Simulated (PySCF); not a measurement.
Two structures of BH4SBr, closed shell, reached by relaxing down either side of one saddle point (PBE0-D4/def2-TZVP). Energies are electronic, without zero-point energy. PySCF 2.14 with density fitting (its default auxiliary sets; JK sets also for MP2 and CCSD(T)); basis: def2-TZVPP and def2-QZVPP; cores frozen in the correlated methods. Filled d shells of the heavier atoms are correlated. The def2 sets are not built for correlating such inner shells, so the correlated values are less sure here. Extrapolation: Hartree–Fock as exp(−7.88 √X), correlation as X^−2.97. First:

B1  (-0.438, -0.306, -1.180)
S2  (1.147, 0.088, -0.490)
H3  (-0.717, -1.463, -1.196)
H4  (-1.158, 0.545, -1.594)
H5  (0.295, -0.117, 1.868)
Br6  (-0.236, -0.164, 3.196)
H7  (1.110, 1.427, -0.605)
(Å)

Second:

| atom | x (Å) | y (Å) | z (Å) |
| --- | --- | --- | --- |
| B1 | -0.6952 | -0.4121 | -0.2696 |
| S2 | 1.1800 | 0.2262 | -0.4054 |
| H3 | -0.5509 | -1.6020 | -0.3149 |
| H4 | -1.1957 | 0.1010 | -1.2315 |
| H5 | 1.6437 | -0.1058 | 0.8145 |
| Br6 | -1.4530 | 0.2322 | 1.4603 |
| H7 | 1.0262 | 1.5195 | -0.0625 |

Problem. Which bonds change from the first to the second?

Solution. BH₃S ([BH2][SH]) + HBr → BH₂Br ([BH2][Br]) + H₂S (still joined by a long B–S bond); bonds formed: B1–Br6, S2–H5; bonds broken: H5–Br6; bonds weakened to dative contacts: B1–S2.

Problem. Give the saddle point's structure and its height above each. (Judge from chemistry; the value comes from the calculation.)

Solution. The calculation gives: 14.20 kcal/mol above the first and 20.34 kcal/mol above the second (CCSD(T) at an estimated basis limit (MP2 extrapolated from triple and quadruple zeta, plus CCSD(T) − MP2 in triple zeta)).
B1  (-0.590, -0.332, -0.390)
S2  (1.246, 0.069, -0.699)
H3  (-0.797, -1.498, -0.496)
H4  (-1.383, 0.503, -0.679)
H5  (0.832, -0.004, 1.008)
Br6  (-0.462, -0.147, 1.954)
H7  (1.154, 1.410, -0.698)
(Å)

T1 diagnostic: at most 0.011.

Labels in which every atom is bracketed show which atoms are joined, not bond orders.

For scale, one of the runs: CCSD(T)/def2-TZVPP, 177 basis functions, launched by `OMP_NUM_THREADS=4 python run.py`. Time: 6.3 min of wall clock on 4 CPU threads of an Arm Neoverse V1; the host was shared. Peak host memory: 1.9 GiB.
